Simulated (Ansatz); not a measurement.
Reaction (formal exchange of groups at the Se–Si bond): `[SeH][SiH2][SeH]` + `[F][InH][Cl]` → `[F][In]([Cl])[SeH]` + `[SiH3][SeH]`

Computed with Ansatz on PBE0-D4/def2-TZVP structures; ΔE is electronic, products minus reactants. CBS: MP2 limit from def2 TZ/QZ plus the TZ coupled-cluster correction, frozen cores. DFT in def2-TZVPP. Elements past krypton have def2 core potentials. For In, Se outer-core shells are correlated without core-valence functions, which leaves a few kJ/mol of doubt a bond. Scalar relativity is left out up to krypton. One conformer a species, not always the lowest.

(1) Is it downhill or uphill in electronic energy at CCSD(T)/CBS, and by how much? (Estimate.)

(2) What do these levels give: PBE-D4, B97M-V, r2SCAN0-D4, PBE-QIDH, PBE, revPBE, BHLYP, SCS-MP2/def2-TZVPP, CCSD/def2-TZVPP, CCSD(T)/def2-TZVPP, HF/def2-QZVPP, CCSD/CBS(def2)? (Best estimate.)

Largest T1 diagnostic among the species: 0.015.

## Answers

(1) Computed: Downhill: ΔE = -0.40 eV.

(2) The calculation gave: PBE-D4 -0.32, B97M-V -0.30, r2SCAN0-D4 -0.35, PBE-QIDH -0.37, PBE -0.35, revPBE -0.37, BHLYP -0.44, SCS-MP2/def2-TZVPP -0.41, CCSD/def2-TZVPP -0.40, CCSD(T)/def2-TZVPP -0.40, HF/def2-QZVPP -0.50, CCSD/CBS(def2) -0.40 eV.

The D4 term adds +0.04 eV with B3LYP and +0.02 eV with PBE0; it sums over pairs of atoms, weighted by their polarisabilities, and B3LYP, whose exchange is more repulsive, gets the larger term. In def2-TZVPP, CCSD(T) changes the Hartree–Fock value by +0.10 eV (the triples alone add +0.01 eV) and MP2 by +0.10 eV. At CCSD(T), def2-SVP lies −0.12 eV from the extrapolated value and def2-TZVPP +0.00 eV.

B3LYP here is the variant with VWN-RPA as its local correlation; programs differ in this.
